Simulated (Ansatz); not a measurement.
The inner images of a band of CH4BFO (8 atoms, charge 0, multiplicity 1) are given out of order.

Method: RKS r2SCANh-D4/def2-SVP in Ansatz 0.2.0.

Image 0:

```xyz
8
Properties=species:S:1:pos:R:3
O -1.242 0.750 -0.168
C 0.115 0.431 -0.014
B 0.367 -1.108 0.076
F -0.632 -1.964 0.004
H -1.327 1.706 -0.218
H 0.574 0.877 0.898
H 0.755 0.804 -0.846
H 1.484 -1.554 0.213
```

Image 6:

```xyz
8
Properties=species:S:1:pos:R:3
O -0.974 1.172 -0.327
C 0.271 0.579 -0.054
B 0.295 -0.976 0.055
F -0.863 -1.627 0.028
H -1.661 0.569 -0.023
H 0.727 0.966 0.888
H 0.996 0.886 -0.831
H 1.301 -1.626 0.209
```

Problem. Put them in order from the first end to the last, with their energies above the first end.
A.
```xyz
8
Properties=species:S:1:pos:R:3
O -1.199 0.763 -0.351
C 0.144 0.441 -0.088
B 0.365 -1.099 0.077
F -0.662 -1.925 0.052
H -1.392 1.626 0.019
H 0.528 0.895 0.851
H 0.845 0.816 -0.868
H 1.464 -1.574 0.252
```
B.
```xyz
8
Properties=species:S:1:pos:R:3
O -1.132 0.866 -0.483
C 0.172 0.459 -0.122
B 0.346 -1.082 0.086
F -0.695 -1.892 0.049
H -1.481 1.436 0.205
H 0.545 0.950 0.800
H 0.905 0.781 -0.891
H 1.432 -1.575 0.301
```
C.
```xyz
8
Properties=species:S:1:pos:R:3
O -0.983 1.126 -0.435
C 0.254 0.552 -0.087
B 0.303 -1.002 0.064
F -0.824 -1.698 0.005
H -1.659 0.750 0.138
H 0.687 0.988 0.844
H 0.988 0.838 -0.862
H 1.326 -1.610 0.276
```
D.
```xyz
8
Properties=species:S:1:pos:R:3
O -1.068 0.972 -0.529
C 0.197 0.483 -0.129
B 0.327 -1.061 0.098
F -0.733 -1.847 0.075
H -1.560 1.223 0.257
H 0.593 0.993 0.775
H 0.933 0.758 -0.910
H 1.403 -1.579 0.307
```
E.
```xyz
8
Properties=species:S:1:pos:R:3
O -1.013 1.067 -0.502
C 0.226 0.518 -0.110
B 0.310 -1.032 0.085
F -0.777 -1.783 0.016
H -1.626 0.981 0.233
H 0.646 1.002 0.800
H 0.964 0.780 -0.891
H 1.361 -1.589 0.314
```

Solution. A (+0.036 eV), B (+0.076 eV), D (+0.050 eV), E (+0.004 eV), C (-0.026 eV).

Run time: 51 s on 1 thread of AMD EPYC 9R45 96-Core Processor (Zen 5), with other jobs on the host, peak memory 0.18 GiB.
